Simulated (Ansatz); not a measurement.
C₅H₇AlClFO₂, SMILES `CC1=CC(C)=[O+][Al-]([F])([Cl])[O]1` from Hartree–Fock to CCSD(T)

Z-matrix (Å, degrees):
```
C
C 1 1.488
H 1 1.093 2 109.0
H 1 1.093 2 108.9 3 -116.2
H 1 1.088 2 112.5 3 122.0
C 2 1.394 1 120.9 3 -122.5
O 2 1.278 1 115.4 3 57.5
C 6 1.394 2 123.2 1 179.2
H 6 1.080 2 118.4 1 -0.1
Al 7 1.798 2 126.2 1 178.2
C 8 1.488 6 120.9 2 -179.1
O 8 1.278 6 123.7 2 0.8
F 10 1.649 7 109.9 2 117.5
Cl 10 2.100 7 110.5 2 -111.5
H 11 1.088 8 112.5 6 0.3
H 11 1.093 8 108.9 6 -121.5
H 11 1.093 8 109.0 6 122.3
```

The species carries charge 0 and has multiplicity 1. All single points use the PBE0-D4/def2-TZVP geometry. Frozen core, restricted reference, the Gaussian-basis code of Ansatz.

| basis | HF (Eh) | MP2 corr. | CCSD corr. | (T) | CCSD(T) total |
| --- | --- | --- | --- | --- | --- |
| def2-SVP | -1143.72552 | ? | -1.45621 | -0.04354 | ? |
| def2-TZVPP | -1144.49260 | ? | – | – | – |
| def2-QZVPP | ? | ? | – | – | – |

Problem. Fill in the withheld values. (Best estimate.)

Solution. The calculation gave: def2-SVP MP2 corr.: -1.39198; def2-SVP CCSD(T) total: -1145.22527; def2-TZVPP MP2 corr.: -1.77135; def2-QZVPP HF (Eh): -1144.53355; def2-QZVPP MP2 corr.: -1.91126.
